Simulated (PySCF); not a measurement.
Bonds (- single, = double, # triple, : aromatic): C1-C2, C2-C3, C3-Si4, Si4-C5, Si4-N6, N6-C2. C1 carries H7, H8, H9; C2 carries H10; C3 carries H11, H12; Si4 carries H13; C5 carries H14, H15, H16; N6 carries H17. Stereochemistry as in C[C@@H]1C[Si@@H](C)N1. H12 is cis to C1 on the ring; H11 is trans to C1 on the ring.

No relativistic terms, a single conformation, no solvent, rapidly exchanging positions averaged. Shieldings: GIAO PBE0/pcSseg-1; GFN2-xTB geometry; PySCF 2.14.

δ = σ(ref) − σ, references computed at the same level: 13C and 1H and 29Si vs TMS; 15N vs NH3.

```
      atoms  nucleus  count  δ (ppm)
        Si4     29Si      1        ?
        H13       1H      1     5.92
         C3      13C      1     23.0
   H7/H8/H9       1H      3     1.26
         C5      13C      1        ?
         C2      13C      1     55.5
         N6      15N      1     59.4
         C1      13C      1     31.1
H14/H15/H16       1H      3        ?
        H11       1H      1     1.84
        H10       1H      1        ?
        H17       1H      1     0.36
        H12       1H      1     0.87
```

Question: Fill in the missing shifts.

Answer: 
- C5: 3.2 ppm, methyl carbon bonded to Si; an electropositive neighbour leaves it electron-rich and shielded
- H10: 4.06 ppm, hydrogen on an sp3 CH bonded to N; its carbon carries N, hence the downfield position
- H14/H15/H16: 0.30 ppm, hydrogen on a methyl carbon bonded to Si; an electropositive neighbour shields it, as in TMS itself
- Si4: 2.0 ppm, silicon bonded to 2 C, N, H, in a 4-membered ring

The OH or NH signal is concentration- and solvent-dependent in practice; the value given is the gas-phase one. Shifts are as computed. Against solution values, carbons near 30 ppm lie about +3 ppm off and those near 130 ppm about +5 ppm. Of 1309 compounds with measured shifts, 239 miss one by over three times the rms of a fit or turn the order of signals round; such compounds aren't used in these exercises. Experimental scales use liquid or dissolved standards, which lie at an offset from isolated NH3 (liquid NH3: subtract about 20 ppm).
